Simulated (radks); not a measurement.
Q: Valence configurations of Zr II (all share [Kr]). All-electron calculation, scalar-relativistic Kohn-Sham, r2SCAN, spin-polarised, spherical densities, finite nucleus; open shells are filled with parallel spins first (spin-orbit coupling, left out, can overturn this in heavy ions); meta-GGA in the generalised Kohn-Sham scheme; Fermi nuclear charge, rms radius 4.2694 fm. Program: a radial shooting solver on a logarithmic mesh with Libxc functionals. Order these by energy: 4d1.5 5s1 5p0.5; 4d2 5s1; 4d1 5p2; 4d1 5s1 5p1; 4d1 5s2; 4d2 5s0.5 5p0.5; 5s1 5p2; 4d2 5p1; 4d2.5 5s0.5; 4d3.

A: From the lowest, in eV above it: 4d2 5s1 0.000; 4d2.5 5s0.5 0.083; 4d3 0.218; 4d1 5s2 1.996; 4d2 5s0.5 5p0.5 2.049; 4d1.5 5s1 5p0.5 2.174; 4d2 5p1 4.022; 4d1 5s1 5p1 4.635; 4d1 5p2 8.960; 5s1 5p2 10.532. NIST lists [Kr] 4d2 5s1 as the ground configuration; this level of theory agrees among the configurations tried. The energies are those of spherical high-spin densities, not of single terms.
